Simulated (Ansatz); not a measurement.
Geometry optimisation, Ansatz, UKS PBE-D4/6-31G*.

Input file:

```yaml
crystal:
  periodic: [false, false, false]
  atoms:
    - { symbol: "N", position_ang: [1.2356, 1.2264, 0.455] }
    - { symbol: Si, position_ang: [0.2992, -0.1248, 0.922] }
    - { symbol: C, position_ang: [-0.8534, -0.7891, -0.4748] }
    - { symbol: O, position_ang: [-1.4362, -1.7691, -0.2667] }
    - { symbol: O, position_ang: [-0.844, -0.1663, -1.6801] }
    - { symbol: H, position_ang: [0.5181, 1.9889, 0.1324] }
    - { symbol: H, position_ang: [1.7492, 1.0315, -0.3839] }
    - { symbol: H, position_ang: [1.3694, -1.0942, 1.3209] }
    - { symbol: H, position_ang: [-0.4724, 0.3222, 2.1524] }
    - { symbol: H, position_ang: [-1.75808, -0.44826, -0.97827] }
magnetization:
  spin_polarized: true
basis:
  gaussian: { orbitals: "6-31G*" }
hamiltonian:
  xc: pbe
  dispersion: d4
relax:
  f_tol: 0.02
  max_steps: 50
```

Launched with:

```bash
$ ansatz run input.yaml --threads 2 --pin off --max-ram 3072MiB --backend cpu --events-out ev --progress --plain --runs-dir out
```

Problem. Where does it end, and by what steps?

Solution. The run converged. The force dipped under the threshold on the way, but the program's further checks kept it going. After 12 steps the energy has fallen by 4.208 eV; H10 moved furthest, 0.96 Å. The start is strongly strained (largest force component 10 eV/Å), so its close contacts needn't be bonds. Parted: C3–H10.

```tsv
step	energy less start (eV)	largest force component (eV/Å)	accepted
0	0.0000	10.220	yes
1	-1.5607	4.600	yes
2	-2.8188	3.137	yes
3	-3.5597	2.832	yes
4	-3.9549	1.415	yes
5	-4.1251	1.294	yes
6	-4.1783	0.679	yes
7	-4.2025	0.363	yes
8	-4.2066	0.117	yes
9	-4.2079	0.017	yes
10	-4.2081	0.044	yes
11	-4.2082	0.021	yes
12	-4.2082	0.012	yes
```

```xyz
10
Properties=species:S:1:pos:R:3
N 1.270 1.331 0.435
Si 0.388 -0.081 0.937
C -0.954 -0.844 -0.238
O -1.599 -1.842 0.057
O -1.130 -0.184 -1.425
H 0.751 2.206 0.336
H 1.920 1.229 -0.347
H 1.362 -1.194 1.158
H -0.363 0.246 2.189
H -1.836 -0.690 -1.902
```

Run time: 24 s on 2 threads of Intel(R) Xeon(R) Platinum 8488C (Sapphire Rapids), with other jobs on the host, peak memory 0.2 GiB.
